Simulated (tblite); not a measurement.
Isomers of C10H10O. All values are computed: GFN2-xTB (tblite) harmonic vibrations without scaling, gas phase. Errors from tens to a few hundred cm⁻¹ against measured bands are possible. One conformer each.

Electronic energies: GFN2-xTB at the same geometries; isomer energies are rough at this level and their order can be wrong.

```csv
SMILES,"electronic energy, lowest = 0 (kJ/mol)"
O=C(c1ccccc1)C1CC1,97.5
C=C/C=C/C(=C)c1ccco1,205.0
CC(=O)/C=C/c1ccccc1,93.2
C1=CCCC(c2ccco2)=C1,70.2
O=Cc1ccc2c(c1)CCC2,0.0
```

Question: How do GFN2-xTB zero-point energies change the relative energies?

Answer: 
```
              SMILES  ZPE (kJ/mol)  of it from modes above 1550 cm⁻¹  electronic (kJ/mol)  with ZPE, lowest = 0 (kJ/mol)  lowest mode (cm⁻¹)  rings
  O=Cc1ccc2c(c1)CCC2         444.1                             208.3                  0.0                            0.0                  74      2
 C1=CCCC(c2ccco2)=C1         443.6                             211.9                 70.2                           69.6                  56      2
 CC(=O)/C=C/c1ccccc1         436.0                             222.4                 93.2                           85.1                  27      1
  O=C(c1ccccc1)C1CC1         441.3                             214.0                 97.5                           94.7                  35      2
C=C/C=C/C(=C)c1ccco1         433.1                             225.4                205.0                          194.0                  53      1
```

The zero-point energies span 11.0 kJ/mol, from `C=C/C=C/C(=C)c1ccco1` to `O=Cc1ccc2c(c1)CCC2`. The order is unchanged.

Question: What do entropy and thermal enthalpy add at 298.15 K and 1 bar (rigid rotor, harmonic oscillator, one conformer each)?

Answer: 
```tsv
SMILES	point group	symmetry number	S (J/(mol K))	H − H(0) (kJ/mol)	ZPE + H − H(0) − TS (kJ/mol)
O=Cc1ccc2c(c1)CCC2	C1	1	393.9	26.73	353.4
C1=CCCC(c2ccco2)=C1	C1	1	396.4	26.56	351.9
CC(=O)/C=C/c1ccccc1	C1	1	433.5	30.40	337.2
O=C(c1ccccc1)C1CC1	C1	1	412.7	27.96	346.2
C=C/C=C/C(=C)c1ccco1	C1	1	426.2	30.26	336.3
```
